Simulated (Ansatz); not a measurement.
Isolated molecules relaxed with PBE0-D4/def2-TZVP in Ansatz; ΔE leaves out vibrations. CCSD(T)/CBS is the MP2 limit (def2-TZVPP, def2-QZVPP) plus CCSD(T) − MP2 in def2-TZVPP, frozen cores. This one scheme is used for every species. Functionals use def2-TZVPP. For Se outer-core shells are correlated without core-valence functions, which leaves a few kJ/mol of doubt a bond. Scalar relativity is left out up to krypton. Each species was taken in one conformer, which may not be the lowest.

Reaction (hydrogenolysis of the Se–Si bond): `NC[Se][SiH3]` + H₂ → `NC[SeH]` + SiH₄

`NC[Se][SiH3]`:

Cartesian coordinates in Å:
```
N -0.564 -0.867 0.900
C 0.684 -1.168 0.250
Se 1.648 0.499 -0.164
Si -0.235 1.589 -0.841
H -0.418 -0.500 1.831
H -1.160 -1.683 0.959
H 1.395 -1.770 0.827
H 0.483 -1.674 -0.694
H -1.022 0.733 -1.763
H -1.089 2.065 0.273
H 0.276 2.776 -1.577
```

H₂:

```xyz
2

H    -0.197    0.201   -0.245
H     0.197   -0.201    0.245
```

`NC[SeH]`:

Cartesian coordinates in Å:
```
N 1.145 -0.038 0.276
C -0.251 0.316 0.300
Se -1.414 -1.251 0.112
H 1.722 0.772 0.471
H 1.414 -0.409 -0.626
H -0.585 1.029 -0.462
H -0.500 0.730 1.277
H -1.531 -1.150 -1.349
```

SiH₄:

```xyz
5

Si    0.000    0.000    0.000
H     0.035   -0.074    1.482
H     1.030    0.959   -0.472
H    -1.342    0.458   -0.441
H     0.277   -1.343   -0.569
```

```csv
level,ΔE (kcal/mol)
PBE,10.6
revPBE,9.5
BLYP,7.3
r2SCANh,11.8
r2SCAN0,11.5
CCSD(T)/def2-TZVPP,10.6
HF/CBS(def2),4.6
CCSD/CBS(def2),10.7
```

Question: What does CCSD(T)/CBS give? (Best estimate.)

Answer: Ansatz gave: +12.1 kcal/mol. The listed levels differ from it by -1.5, -2.6, -4.8, -0.3, -0.6, -1.5, -7.5, -1.4 kcal/mol.

Largest T1 diagnostic among the species: 0.011.

The D4 term adds +3.4 kcal/mol with B3LYP and +1.9 kcal/mol with PBE0; it sums over pairs of atoms, weighted by their polarisabilities, and B3LYP, whose exchange is more repulsive, gets the larger term. At CCSD(T), def2-SVP lies −3.5 kcal/mol from the extrapolated value and def2-TZVPP −1.4 kcal/mol.

B3LYP here is the variant with VWN-RPA as its local correlation; programs differ in this.
